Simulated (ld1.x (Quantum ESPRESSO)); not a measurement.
# Which setting gave this result? (neon, TM)

Base potential:

neon, norm-conserving Troullier–Martins (Kleinman–Bylander form), made with ld1.x (Quantum ESPRESSO) 7.5 (PBE, scalar-relativistic). Core [He], reference 2s2 2p6. Waves: 2s (bound): rc 0.30 bohr; 2p (bound): rc 1.35 bohr. Local part: the p channel. Core correction: Bessel-smoothed model core inside 0.20 bohr.

Cutoffs, loose and tight: the cutoffs (Ry, on a coarse ladder) from which the occupation-weighted sum of valence levels, in a spherical-Bessel basis at the reference potential, stays within 10 and 1 mRy of its value at 400 Ry. They do not see the model core or the augmentation charge, which bear on the density cutoff. Test errors are all-electron minus pseudo excitation energies from the reference, over the configurations 2s2 2p5; 2s2 2p4; 2s2 2p3; 2s2 2p2; 2s2 2p5.5; 2s1 2p6; variants that change the core or the reference have their own tests.

Only the scale of all radii but the core radius (base = 1) is moved (1 further runs of the sweep failed or gave no value and are left out):

| scale of all radii but the core radius (base = 1) | bound ghosts | largest test error (meV) | median size of the test errors |
| --- | --- | --- | --- |
| 0.86 | not determined | +936 | 18.0 meV |
| 0.93 | not determined | +1347 | 52.4 meV |
| 0.99 | not determined | +1932 | 81.7 meV |
| 1.08 | not determined | +2739 | 126.1 meV |
| 1.15 | not determined | +3818 | 198.3 meV |
| 1.32 | not determined | +6366 | 390.2 meV |
| 1.36 | not determined | +6997 | 442.4 meV |

Problem. One more run gave bound ghosts: not determined; largest test error (meV): +5227; median size of the test errors: 300.3 meV. Which value of the scale of all radii but the core radius (base = 1) was used?

Solution. 1.25. The median size of the test errors moves one way along this sweep, from 18.0 meV at 0.86 to 442.4 meV at 1.36, which places the run between 1.15 and 1.32.
